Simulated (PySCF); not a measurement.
Molfile (atoms numbered from 1):
```
C7H4F2O
     RDKit          3D

 14 13  0  0  0  0  0  0  0  0999 V2000
    4.0397   -0.1282    0.6730 C   0  0  0  0  0  0  0  0  0  0  0  0
    2.8424   -0.0540    0.7294 C   0  0  0  0  0  0  0  0  0  0  0  0
    1.4082    0.0341    0.8220 C   0  0  0  0  0  0  0  0  0  0  0  0
    0.8070    0.0500    1.8621 O   0  0  0  0  0  0  0  0  0  0  0  0
    0.7636    0.1025   -0.5622 C   0  0  0  0  0  0  0  0  0  0  0  0
   -0.6736    0.1892   -0.4892 C   0  0  0  0  0  0  0  0  0  0  0  0
   -1.8591    0.2600   -0.3248 C   0  0  0  0  0  0  0  0  0  0  0  0
   -3.3056    0.3468   -0.2360 C   0  0  0  0  0  0  0  0  0  0  0  0
   -3.9030   -0.6900   -0.8799 F   0  0  0  0  0  0  0  0  0  0  0  0
   -3.7702    1.4776   -0.8291 F   0  0  0  0  0  0  0  0  0  0  0  0
    5.0872   -0.1931    0.6150 H   0  0  0  0  0  0  0  0  0  0  0  0
    1.1632    0.9755   -1.0874 H   0  0  0  0  0  0  0  0  0  0  0  0
    1.0557   -0.7894   -1.1253 H   0  0  0  0  0  0  0  0  0  0  0  0
   -3.6564    0.3438    0.8103 H   0  0  0  0  0  0  0  0  0  0  0  0
  1  2  3  0
  2  3  1  0
  3  4  2  0
  3  5  1  0
  5  6  1  0
  6  7  3  0
  7  8  1  0
  8  9  1  0
  8 10  1  0
  1 11  1  0
  5 12  1  0
  5 13  1  0
  8 14  1  0
M  END
```

Geometry: GFN2-xTB; GIAO absolute shieldings from PySCF 2.14.0 with density-fitted response routines, gas phase, non-relativistic, averaged over equivalent atoms.

At OPBE/ANO-RCC-VDZP (160 basis functions, 100 s wall time on 1 thread of an Arm Neoverse V2, shared host):
```tsv
atoms	σ (ppm)
C3	17.2
C8	78.3
C6	109.8
C7	110.1
C1	110.4
C2	110.7
C5	151.9
O4	-302.0
F9/F10	290.9
H14	24.86
H12/H13	27.64
H11	28.07
```

Task: Predict the values at PW91/def2-SVPD on the same geometry.

Result: 
```json
{"atoms": "C3", "σ at PW91/def2-SVPD": "17.2", "change": "+0.0"}
{"atoms": "C8", "σ at PW91/def2-SVPD": "83.3", "change": "+5.0"}
{"atoms": "C6", "σ at PW91/def2-SVPD": "111.8", "change": "+2.0"}
{"atoms": "C7", "σ at PW91/def2-SVPD": "111.7", "change": "+1.6"}
{"atoms": "C1", "σ at PW91/def2-SVPD": "112.4", "change": "+2.0"}
{"atoms": "C2", "σ at PW91/def2-SVPD": "112.4", "change": "+1.7"}
{"atoms": "C5", "σ at PW91/def2-SVPD": "152.3", "change": "+0.4"}
{"atoms": "O4", "σ at PW91/def2-SVPD": "-289.1", "change": "+12.9"}
{"atoms": "F9/F10", "σ at PW91/def2-SVPD": "292.0", "change": "+1.1"}
{"atoms": "H14", "σ at PW91/def2-SVPD": "24.83", "change": "-0.03"}
{"atoms": "H12/H13", "σ at PW91/def2-SVPD": "27.79", "change": "+0.15"}
{"atoms": "H11", "σ at PW91/def2-SVPD": "29.01", "change": "+0.94"}
```

The largest change is at O4 (ketone oxygen). Cost: 241 basis functions, 41 s wall time on 1 thread of an Arm Neoverse V2, shared host. The order of the carbon signals changes between the two levels.
